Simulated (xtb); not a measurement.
Input for xtb: GFN2-xTB on C2H6Zn (SMILES C[CH2][ZnH]), a point of a bond scan (R = 1.642 Å).

```
$ xtb mol.xyz --gfn 2 --sp --chrg 0 --uhf 0
9

Zn    -0.10398068     0.14810832     0.83353139
H     -0.34502961     0.86439028     2.18452390
C      0.20220802    -0.76013951    -0.88503749
C      0.18421590     0.15106074    -2.12117922
H     -0.93352450    -1.93593746    -1.03773399
H      1.16178570    -1.28259314    -0.81912726
H      0.95366748     0.92470169    -2.06784846
H     -0.77469446     0.66151920    -2.23669242
H      0.36009488    -0.41279036    -3.04266189
```

The log:

```
[...]
           -------------------------------------------------
          |                Calculation Setup                |
           -------------------------------------------------



molecular fragmentation (1/2 indicates fragments):
111121111
# atoms in fragment 1/2:     8     1
 fragment masses (1/2) :       94.44        1.01
CMA distance (Bohr)    :   4.667
constraining FC (au)   :  0.0500

           -------------------------------------------------
          |                 G F N 2 - x T B                 |
           -------------------------------------------------

        Reference                      10.1021/acs.jctc.8b01176
      * Hamiltonian:
        H0-scaling (s, p, d)           1.850000    2.230000    2.230000
        zeta-weighting                 0.500000
      * Dispersion:
        s8                             2.700000
        a1                             0.520000
        a2                             5.000000
        s9                             5.000000
      * Repulsion:
        kExp                           1.500000    1.000000
        rExp                           1.000000
      * Coulomb:
        alpha                          2.000000
        third order                    shell-resolved
        anisotropic                    true
        a3                             3.000000
        a5                             4.000000
        cn-shift                       1.200000
        cn-exp                         4.000000
        max-rad                        5.000000


          ...................................................
          :                      SETUP                      :
          :.................................................:
          :  # basis functions                  18          :
          :  # atomic orbitals                  18          :
          :  # shells                           12          :
          :  # electrons                        16          :
          :  max. iterations                   250          :
          :  Hamiltonian                  GFN2-xTB          :
          :  restarted?                      false          :
          :  GBSA solvation                  false          :
          :  PC potential                    false          :
          :  electronic temp.          300.0000000     K    :
          :  accuracy                    1.0000000          :
          :  -> integral cutoff          0.2500000E+02      :
          :  -> integral neglect         0.1000000E-07      :
          :  -> SCF convergence          0.1000000E-05 Eh   :
          :  -> wf. convergence          0.1000000E-03 e    :
          :  Broyden damping             0.4000000          :
          :  net charge                          0          :
          :  unpaired electrons                  0          :
          ...................................................

 iter      E             dE          RMSdq      gap      omega  full diag
   1     -7.7162889 -0.771629E+01  0.153E+01    4.87       0.0  T
   2     -7.7688996 -0.526107E-01  0.770E+00    4.54       1.0  T
   3     -7.6406078  0.128292E+00  0.614E+00    4.82       1.0  T
   4     -7.8639357 -0.223328E+00  0.115E+00    4.33       1.0  T
   5     -7.8699221 -0.598644E-02  0.245E-01    4.43       1.0  T
   6     -7.8700307 -0.108619E-03  0.102E-01    4.48       1.0  T
   7     -7.8700609 -0.301962E-04  0.350E-02    4.48       1.0  T
   8     -7.8700611 -0.188607E-06  0.157E-02    4.48       2.1  T
   9     -7.8700613 -0.148355E-06  0.335E-03    4.48       9.9  T
  10     -7.8700613 -0.178686E-07  0.114E-03    4.48      29.4  T
  11     -7.8700613 -0.210050E-08  0.403E-04    4.48      82.7  T
  12     -7.8700613 -0.252653E-09  0.835E-05    4.48     399.0  T

   *** convergence criteria satisfied after 12 iterations ***

         #    Occupation            Energy/Eh            Energy/eV
      -------------------------------------------------------------
         1        2.0000           -0.5990456             -16.3009
         2        2.0000           -0.5492166             -14.9449
         3        2.0000           -0.4951441             -13.4736
         4        2.0000           -0.4850912             -13.2000
         5        2.0000           -0.4719921             -12.8436
         6        2.0000           -0.4508514             -12.2683
         7        2.0000           -0.4118871             -11.2080
         8        2.0000           -0.3664818              -9.9725 (HOMO)
         9                         -0.2019019              -5.4940 (LUMO)
        10                         -0.1396068              -3.7989
        11                         -0.1044908              -2.8433
        12                         -0.0977271              -2.6593
        13                          0.1284461               3.4952
       ...                                ...                  ...
        18                          0.8419925              22.9118
      -------------------------------------------------------------
                  HL-Gap            0.1645799 Eh            4.4784 eV
             Fermi-level           -0.2841919 Eh           -7.7333 eV

 SCC (total)                   0 d,  0 h,  0 min,  0.003 sec
 SCC setup                      ...        0 min,  0.000 sec (  2.389%)
 Dispersion                     ...        0 min,  0.000 sec (  1.048%)
 classical contributions        ...        0 min,  0.000 sec (  0.507%)
 integral evaluation            ...        0 min,  0.000 sec ( 12.992%)
 iterations                     ...        0 min,  0.002 sec ( 51.901%)
 molecular gradient             ...        0 min,  0.001 sec ( 28.871%)
 printout                       ...        0 min,  0.000 sec (  2.079%)

         :::::::::::::::::::::::::::::::::::::::::::::::::::::
         ::                     SUMMARY                     ::
         :::::::::::::::::::::::::::::::::::::::::::::::::::::
         :: total energy              -7.783965335639 Eh    ::
         :: gradient norm              0.089848047195 Eh/a0 ::
         :: HOMO-LUMO gap              4.478447645285 eV    ::
         ::.................................................::
         :: SCC energy                -7.870058759978 Eh    ::
         :: -> isotropic ES            0.033071548349 Eh    ::
         :: -> anisotropic ES          0.005934725867 Eh    ::
         :: -> anisotropic XC          0.007874275709 Eh    ::
         :: -> dispersion             -0.004268811786 Eh    ::
         :: repulsion energy           0.086093424339 Eh    ::
         :: add. restraining           0.000000000000 Eh    ::
         :: total charge               0.000000000000 e     ::
         :::::::::::::::::::::::::::::::::::::::::::::::::::::

           -------------------------------------------------
          |                Property Printout                |
           -------------------------------------------------

    * Orbital Energies and Occupations

         #    Occupation            Energy/Eh            Energy/eV
      -------------------------------------------------------------
         1        2.0000           -0.5990456             -16.3009
         2        2.0000           -0.5492166             -14.9449
         3        2.0000           -0.4951441             -13.4736
         4        2.0000           -0.4850912             -13.2000
         5        2.0000           -0.4719921             -12.8436
         6        2.0000           -0.4508514             -12.2683
         7        2.0000           -0.4118871             -11.2080
         8        2.0000           -0.3664818              -9.9725 (HOMO)
         9                         -0.2019019              -5.4940 (LUMO)
        10                         -0.1396068              -3.7989
Note: The following floating-point exceptions are signalling: IEEE_UNDERFLOW_FLAG IEEE_DENORMAL
normal termination of xtb
        11                         -0.1044908              -2.8433
        12                         -0.0977271              -2.6593
        13                          0.1284461               3.4952
        14                          0.1659427               4.5155
        15                          0.1980691               5.3897
        16                          0.2143861               5.8337
        17                          0.2523419               6.8666
        18                          0.8419925              22.9118
      -------------------------------------------------------------
                  HL-Gap            0.1645799 Eh            4.4784 eV
             Fermi-level           -0.2841919 Eh           -7.7333 eV

     #   Z          covCN         q      C6AA      α(0)
     1  30 Zn       1.725     0.242   122.334    21.606
     2   1 H        0.875    -0.118     6.249     3.914
     3   6 C        2.788    -0.098    30.446     9.038
     4   6 C        3.758    -0.090    22.272     6.728
     5   1 H        0.051    -0.083    12.441     6.448
     6   1 H        0.924     0.041     2.430     2.438
     7   1 H        0.924     0.036     2.509     2.477
     8   1 H        0.924     0.033     2.543     2.494
     9   1 H        0.924     0.037     2.496     2.471

 Mol. C6AA /au·bohr⁶  :       1118.122541
 Mol. C8AA /au·bohr⁸  :      37791.794912
 Mol. α(0) /au        :         57.613925


Wiberg/Mayer (AO) data.
largest (>0.10) Wiberg bond orders for each atom

 ---------------------------------------------------------------------------
     #   Z sym  total        # sym  WBO       # sym  WBO       # sym  WBO
 ---------------------------------------------------------------------------
     1  30 Zn   1.681 --     3 C    0.807     2 H    0.751
     2   1 H    0.982 --     1 Zn   0.751     3 C    0.218
     3   6 C    3.920 --     4 C    1.030     6 H    0.961     5 H    0.899
                             1 Zn   0.807     2 H    0.218
     4   6 C    3.997 --     3 C    1.030     8 H    0.984     9 H    0.981
                             7 H    0.969
     5   1 H    0.993 --     3 C    0.899
     6   1 H    0.998 --     3 C    0.961
     7   1 H    0.999 --     4 C    0.969
     8   1 H    0.999 --     4 C    0.984
     9   1 H    0.995 --     4 C    0.981
 ---------------------------------------------------------------------------

Topologies differ in total number of bonds
Writing topology from bond orders to xtbtopo.mol

molecular dipole:
                 x           y           z       tot (Debye)
 q only:        0.238       0.269       0.030
   full:        0.341       0.153      -0.232       1.117
molecular quadrupole (traceless):
                xx          xy          yy          xz          yz          zz
 q only:        1.175      -0.851      -0.727      -0.279      -2.268      -0.448
  q+dip:        1.366      -0.316      -0.304      -0.088      -1.508      -1.062
   full:        2.886      -0.390       0.104       0.347      -4.043      -2.989


           -------------------------------------------------
          | TOTAL ENERGY               -7.783965335639 Eh   |
          | GRADIENT NORM               0.089848047195 Eh/α |
          | HOMO-LUMO GAP               4.478447645285 eV   |
           -------------------------------------------------

------------------------------------------------------------------------
------------------------------------------------------------------------
 total:
 SCF:
```

The run finished.

Cost: around 0.03 core-seconds (rough).
